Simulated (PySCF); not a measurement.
## Tl(OH)3(H2O) at several levels of theory

Computed with PySCF 2.14.0 (density fitting, no spin-orbit coupling) at the geometry relaxed with PBE0:

```xyz
10
Tl(OH)3(H2O) (singlet)
Tl   -0.0205   -0.5006    0.1635
O     0.4267    1.4738    0.8608
H     1.3672    1.6505    0.7325
O    -1.3543   -1.6812    1.2060
H    -1.7663   -1.1069    1.8664
O     1.2849   -0.9392   -1.3900
H     1.2121   -1.8834   -1.5831
O    -1.3178    1.2409   -1.0541
H    -0.7258    1.7793   -0.4680
H    -0.9537    1.3373   -1.9431
```

```tsv
level	basis	state	HOMO (eV)	gap (eV)	charge on Tl1 (e)	dipole about the centre of mass (D)	largest force component (eV/Å)
PBE0	Tl def2-SVP with ECP60, O def2-SVP, H def2-SVP	singlet	-8.10	5.76	0.71	1.26	0.02
TPSS	the same	singlet	-6.44	3.40	0.59	1.26	0.69
PBE0	Tl def2-TZVP with ECP60, O def2-TZVP, H def2-TZVP	singlet	-8.43	5.80	0.94	1.20	0.36
```

Charges are Mulliken's, which hang on the basis. The relaxation used the grid (50, 194), these runs (75, 302) or, all-electron (x2c bases, spin-free X2C Hamiltonian), (99, 590).

(1) What does BP86 with Tl def2-SVP with ECP60, O def2-SVP, H def2-SVP give here?

Answers

(1) state singlet, HOMO (eV) -6.44, gap (eV) 3.19, charge on Tl1 (e) 0.52, dipole about the centre of mass (D) 1.28, largest force component (eV/Å) 0.81. Time: 5.2 s on 2 threads of Arm Neoverse V2 (shared host), from an already converged density.
